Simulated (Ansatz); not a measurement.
**Molecular dynamics of AlH8N3**

Input file:

```yaml
crystal:
  periodic: [false, false, false]
  atoms:
    - { symbol: Al, position_ang: [-0.083626, 0.26359, 0.020919] }
    - { symbol: "N", position_ang: [-0.148189, 0.205786, 1.932496] }
    - { symbol: H, position_ang: [-0.979346, -0.048474, 2.461477] }
    - { symbol: H, position_ang: [0.685744, -0.063812, 2.449302] }
    - { symbol: "N", position_ang: [1.529616, 0.166735, -0.748467] }
    - { symbol: H, position_ang: [1.82214, -0.594666, -1.348015] }
    - { symbol: H, position_ang: [2.14478, 0.961149, -0.868231] }
    - { symbol: "N", position_ang: [-1.556167, -0.413209, -0.731401] }
    - { symbol: H, position_ang: [-2.384332, -0.702814, -0.226695] }
    - { symbol: H, position_ang: [-1.762102, -0.33811, -1.71968] }
    - { symbol: H, position_ang: [-0.109976, 2.066624, 0.568697] }
    - { symbol: H, position_ang: [-0.124539, 1.496102, 1.415999] }
basis:
  gaussian: { orbitals: "6-31G*" }
hamiltonian:
  xc: b3lyp
  dispersion: d4
md:
  timestep: 0.5
  n_steps: 200
  ensemble: nve
  temperature: 300.0
  initial_velocities: maxwell_boltzmann
  seed: 11549
```

Command:

```bash
$ ansatz run input.yaml --threads 1 --pin off --max-ram 2048MiB --backend cpu --events-out ev --progress --plain --runs-dir out
```

It starts at the highest image of a converged band. Of that band: Neighbouring images differ by up to 1.3 eV, so the band resolves the path poorly. A vibrational analysis at the climbing image gives one clearly imaginary mode, 1338i cm⁻¹: a first-order saddle point.

Output, in part (step lines, the closing report, with atoms numbered from 0):

```
md step     0: t =     0.00 fs  T =   300.0 K  F+E_penalty+E_count = -11198.73471043 eV  E_kin = 0.387780 eV  conserved = -11198.34693044 eV  (26 SCF iters)
[... lines left out ...]
Total energy: -11199.35220183 eV, -411.5686022235 hartree
Atom 0 at    -0.054863    -0.217260     0.160184 Å, force     0.619433     0.964576    -0.736033 eV/Å
Atom 1 at     0.043372    -0.245041     1.945823 Å, force    -1.382891     0.014272     0.601491 eV/Å
Atom 2 at    -0.796902    -0.051956     2.506305 Å, force     0.189471    -0.324781    -0.492891 eV/Å
Atom 3 at     0.792071    -0.006941     2.569064 Å, force     0.748991    -0.000024    -0.190739 eV/Å
Atom 4 at     1.432567     0.331971    -0.677153 Å, force     0.003523    -0.247370     0.231398 eV/Å
Atom 5 at     1.644626     0.609437    -1.628720 Å, force    -0.169308    -0.175338     0.154712 eV/Å
Atom 6 at     2.246859     0.435434    -0.088385 Å, force     0.292365     0.097718    -0.111045 eV/Å
Atom 7 at    -1.564464    -0.225313    -0.793362 Å, force     1.128963     0.037213     0.485468 eV/Å
Atom 8 at    -2.394267    -0.416715    -0.311248 Å, force    -1.646445    -0.341710     0.758497 eV/Å
Atom 9 at    -1.741064    -0.280193    -1.772029 Å, force     0.215885    -0.024420    -0.700780 eV/Å
Atom 10 at    -1.274878     8.535682    -1.619765 Å, force     0.070053    -0.202534     0.373836 eV/Å
Atom 11 at    -1.152032     8.179916    -0.965306 Å, force    -0.070040     0.202397    -0.373915 eV/Å
Dipole moment:    -0.069762     0.001562     0.066268 e Å
```

The steps, from the saved trajectory:

```tsv
time (fs)	T (K)	potential energy less start (eV)	conserved less start (meV/atom)
0	300	0.000	0.00
3	193	0.140	0.22
6	204	0.127	0.16
9	326	-0.033	0.02
12	377	-0.097	0.22
15	528	-0.294	0.12
18	683	-0.494	0.04
21	734	-0.559	0.19
24	805	-0.652	0.06
27	787	-0.628	0.11
30	750	-0.580	0.23
33	803	-0.649	0.07
36	788	-0.630	0.12
39	805	-0.650	0.20
42	884	-0.753	0.09
45	863	-0.725	0.15
48	828	-0.680	0.20
51	858	-0.720	0.07
54	806	-0.653	0.14
57	751	-0.581	0.21
60	778	-0.617	0.13
63	780	-0.618	0.15
66	760	-0.593	0.15
69	751	-0.582	0.11
72	730	-0.554	0.16
75	689	-0.501	0.17
78	642	-0.441	0.15
81	639	-0.437	0.12
84	653	-0.455	0.13
87	671	-0.477	0.15
90	729	-0.553	0.15
93	776	-0.613	0.16
96	790	-0.632	0.11
99	778	-0.617	0.10
```

All steps were run. The conserved energy stayed within 0.29 meV per atom of its start (net change 0.1 meV per atom), so the integration is sound. The kinetic energy rose, since the run started high on the potential surface and went downhill. It ends in pieces (AlH6N3 + H2), so much of that is their flight and rotation, not heat. A run of 0.1 ps of so small a system gives no equilibrium averages. The orbitals stay closed-shell, which can raise the energy where a bond breaks towards radicals; this wasn't checked here.

Between its relaxed ends the band would form Al1–H11, N2–H12 and break H11–H12. These pairs go: Al1–H11 1.88 → 9.02 Å, N2–H12 1.39 → 8.99 Å, H11–H12 1.02 → 0.76 Å. In the last frame they stand as before the step (other bonds may differ from the relaxed reactants and products). Also parted: Al1–H12 1.86 → 8.54 Å. It ends as AlH6N3 + H2. Pairs count as bonded within 1.25 times the sum of covalent radii (0.12 Å more for H–H).

Last frame:

```xyz
12
Properties=species:S:1:pos:R:3
Al -0.055 -0.217 0.160
N 0.043 -0.245 1.946
H -0.797 -0.052 2.506
H 0.792 -0.007 2.569
N 1.433 0.332 -0.677
H 1.645 0.609 -1.629
H 2.247 0.435 -0.088
N -1.565 -0.225 -0.793
H -2.394 -0.417 -0.311
H -1.741 -0.280 -1.772
H -1.275 8.536 -1.620
H -1.152 8.180 -0.965
```

Run time: 12 min on 1 thread of Arm Neoverse V1 (shared host), peak memory 0.16 GiB.
